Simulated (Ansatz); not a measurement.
The same path of CH3FZn + H4Si (11 atoms, charge 0, multiplicity 1) was run twice with different band settings. Lost on the way: Si1–H2, Zn6–C7. Made: Si1–C7, H2–Zn6.

The calculation used Ansatz 0.2.0, RKS PBE/def2-SVP.

Relaxed end points:

```xyz
11
Properties=species:S:1:pos:R:3
Si -0.306 -2.102 -0.382
H 0.582 -1.580 0.717
H 0.238 -1.645 -1.708
H -0.357 -3.603 -0.339
H -1.688 -1.536 -0.206
Zn 0.850 1.040 1.059
C -0.121 2.177 -0.148
F 1.753 0.023 2.183
H -1.214 2.054 -0.008
H 0.137 3.240 0.033
H 0.126 1.933 -1.201
```

```xyz
11
Properties=species:S:1:pos:R:3
Si -0.846 -0.527 -0.483
H 3.151 -1.846 0.639
H 0.537 -1.176 -0.492
H -1.598 -1.096 0.684
H -1.499 -1.010 -1.754
Zn 2.010 -0.968 1.129
C -0.680 1.346 -0.435
F 0.863 0.121 1.955
H -0.102 1.600 0.475
H -1.678 1.827 -0.381
H -0.158 1.729 -1.335
```

Common settings: movable images 7; climbing image yes; spring 5.0 eV/Å²; optimiser quadratic models (default); start path through a guess of the saddle point; iteration limit 60; end points relaxed.

| run | force threshold |
| --- | --- |
| 1 | 0.05 eV/Å |
| 2 | 0.5 eV/Å |

Question: What does each run give, and how far can it be trusted?

Answer: Run 1: converged after 42 iterations, highest image 2.314 eV above the first end. Neighbouring images differ by up to 2.1 eV, so the band resolves the path poorly. A vibrational analysis at the climbing image gives one clearly imaginary mode, 664i cm⁻¹: a first-order saddle point.
Run 2: converged after 16 iterations, highest image 2.353 eV above the first end. The threshold of 0.5 eV/Å is loose, so the images may lie well off the minimum-energy path. Neighbouring images differ by up to 2.0 eV, so the band resolves the path poorly. The order of the stationary point at the top wasn't checked.
The orbitals stay closed-shell, which can raise the energy where a bond breaks towards radicals; this wasn't checked here.
